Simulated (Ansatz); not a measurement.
Complex (SMILES): F (HF) with N#N (N2), atoms 1 to 2 the first; geometry from B3LYP-D3(BJ)/def2-TZVP, monomers rigid:
```xyz
4

F      0.3830    -0.0965     0.2212
H     -0.2809     0.0249    -0.4159
N     -2.5150     0.4344    -2.5571
N     -1.7349     0.2913    -1.8098
```

Basis-set convergence of the counterpoise-corrected interaction energy at MP2 with Ansatz (a quantum-chemistry and plane-wave program). All functions are spherical. Cores are frozen. No added dispersion term, no relativity. Functions are those of the species that has most. Reference: Hartree-Fock in aug-cc-pVQZ plus the correlation part extrapolated as X^-3 from aug-cc-pVTZ and aug-cc-pVQZ, -2.45 kcal/mol, itself unsure by roughly 0.02 kcal/mol (a third of the extrapolation step and of the last Hartree-Fock step). Deviations are taken from unrounded values.

```json
[
 {"basis": "def2-SV(P)", "functions": "44", "counterpoise-corrected interaction energy (kcal/mol)": "-1.81", "minus reference (kcal/mol)": "0.64"},
 {"basis": "cc-pVDZ", "functions": "47", "counterpoise-corrected interaction energy (kcal/mol)": "-1.90", "minus reference (kcal/mol)": "0.55"},
 {"basis": "def2-SVP", "functions": "47", "counterpoise-corrected interaction energy (kcal/mol)": "-1.92", "minus reference (kcal/mol)": "0.53"},
 {"basis": "6-311G**", "functions": "60", "counterpoise-corrected interaction energy (kcal/mol)": "-1.83", "minus reference (kcal/mol)": "0.62"},
 {"basis": "aug-cc-pVDZ", "functions": "78", "counterpoise-corrected interaction energy (kcal/mol)": "-1.98", "minus reference (kcal/mol)": "0.47"},
 {"basis": "def2-TZVP", "functions": "99", "counterpoise-corrected interaction energy (kcal/mol)": "-2.04", "minus reference (kcal/mol)": "0.41"},
 {"basis": "cc-pVTZ", "functions": "104", "counterpoise-corrected interaction energy (kcal/mol)": "-2.17", "minus reference (kcal/mol)": "0.28"},
 {"basis": "def2-TZVPP", "functions": "107", "counterpoise-corrected interaction energy (kcal/mol)": "-2.16", "minus reference (kcal/mol)": "0.29"},
 {"basis": "def2-TZVPD", "functions": "123", "counterpoise-corrected interaction energy (kcal/mol)": "-2.17", "minus reference (kcal/mol)": "0.28"},
 {"basis": "jun-cc-pV(T+d)Z", "functions": "131", "counterpoise-corrected interaction energy (kcal/mol)": "-2.25", "minus reference (kcal/mol)": "0.20"},
 {"basis": "aug-pcseg-2", "functions": "161", "counterpoise-corrected interaction energy (kcal/mol)": "-2.28", "minus reference (kcal/mol)": "0.17"},
 {"basis": "cc-pVQZ", "functions": "195", "counterpoise-corrected interaction energy (kcal/mol)": "-2.33", "minus reference (kcal/mol)": "0.12"},
 {"basis": "pcseg-4", "functions": "364", "counterpoise-corrected interaction energy (kcal/mol)": "-2.41", "minus reference (kcal/mol)": "0.04"}
]
```
